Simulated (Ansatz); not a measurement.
Start from `S[Si](S)(S)S` and change one atom or group to get `F[Si](S)(S)S`.

Ansatz, PBE0-D4/def2-TZVP geometries, multiplicity 1. Each molecule was computed in one conformer, which needn't be the lowest.

| property | `S[Si](S)(S)S` |
| --- | --- |
| ideal-gas entropy at 298 K and 1 bar (rigid rotor, harmonic PBE0-D4/def2-TZVP) / J/(mol·K) | 393 |
| LUMO energy (ωB97M-V/def2-TZVPP) / eV | 1.50 |
| HOMO–LUMO gap (ωB97M-V/def2-TZVPP) / eV | 11.27 |
| LUMO energy (PBE0/def2-TZVPP) / eV | -0.45 |
| size of the dipole moment (PBE/def2-TZVPP) / D | 0.00 |
| HOMO energy (PBE/def2-TZVPP) / eV | -6.39 |

**Question.** What does the change do to each property? (Best estimate.)

**Answer.** Computed: 
```tsv
property	`F[Si](S)(S)S`	shift
ideal-gas entropy at 298 K and 1 bar (rigid rotor, harmonic PBE0-D4/def2-TZVP) / J/(mol·K)	367	-26
LUMO energy (ωB97M-V/def2-TZVPP) / eV	1.83	0.33
HOMO–LUMO gap (ωB97M-V/def2-TZVPP) / eV	12.04	0.77
LUMO energy (PBE0/def2-TZVPP) / eV	-0.04	0.41
size of the dipole moment (PBE/def2-TZVPP) / D	0.53	0.53
HOMO energy (PBE/def2-TZVPP) / eV	-6.76	-0.37
```

With PBE0 the HOMO falls by 0.41 eV and the LUMO rises by 0.41 eV, so the gap widens by about 0.82 eV. PBE moves the HOMO by -0.37 eV and ωB97M-V by -0.44 eV. The zero-point energy changes by -18.4 kJ/mol with -3 modes.
